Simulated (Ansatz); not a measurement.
Basis-set extrapolation for C2H4BN (`BC#CN`) (PBE0-D4/def2-TZVP geometry, frozen core, the Gaussian-basis code of Ansatz). Multiplicity 1, RHF reference.

```csv
,def2-TZVPP,def2-QZVPP
HF,-157.193452,-157.200351
MP2 correlation,-0.604727,-0.645507
CCSD(T) correlation,-0.659937,not run
```

Energies in hartree. Use E(X) = E(∞) + A·exp(−7.88·√X) for Hartree–Fock and E(X) = E(∞) + B·X^(−2.97) for correlation, with X = 3 and 4, and add CCSD(T) minus MP2 of the smaller set to the MP2 limit.

Question: What is the CCSD(T) energy at the basis-set limit?

Answer: HF limit: -157.200351 + (-0.006899) × 0.13774 = -157.20130. MP2 limit: -0.645507 + (-0.040780) × 0.74074 = -0.67571. Higher-order term: -0.659937 − (-0.604727) = -0.05521. Total: -157.93222 hartree, 49.5 kcal/mol below CCSD(T)/def2-TZVPP.
